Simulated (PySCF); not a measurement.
**Sc (scandium, neutral) across methods**

[Ar] 3d3, high-spin 4F determinant (an excited configuration). All numbers are calculated (PySCF 2.14, scalar relativity by spin-free X2C-1e, in ANO-RCC-VTZP (6s5p3d2f1g, 59 functions)).

| method | E (hartree) | mean ε 3p α (eV) | mean ε 3p β (eV) | mean ε 3d α (eV) | Σ⟨r²⟩ (bohr²) | ⟨S²⟩ |
| --- | --- | --- | --- | --- | --- | --- |
| UHF | -763.10558 | -38.563 | -35.081 | -3.125 | 38.01 | 3.753 |
| M06 | -764.015 | -31.182 | -29.499 | -0.701 | 39.05 | 3.750 |
| TPSSh | -764.068 | -29.752 | -28.003 | -0.424 | 38.69 | 3.751 |
| LDA | -762.082 | -28.523 | -27.100 | -0.245 | 39.11 | 3.750 |
| PBE0 | -763.864 | -31.141 | -29.194 | -0.979 | 38.43 | 3.751 |
| CAM-B3LYP | -764.081 | -32.369 | -30.483 | -2.048 | 38.14 | 3.751 |
| r2SCAN | -764.016 | -29.273 | -27.458 | -0.153 | 38.41 | 3.751 |

Estimate the same row for PBE.

E (hartree) = -763.843; mean ε 3p α (eV) = -28.469; mean ε 3p β (eV) = -26.995; mean ε 3d α (eV) = -0.176; Σ⟨r²⟩ (bohr²) = 39.10; ⟨S²⟩ = 3.750.
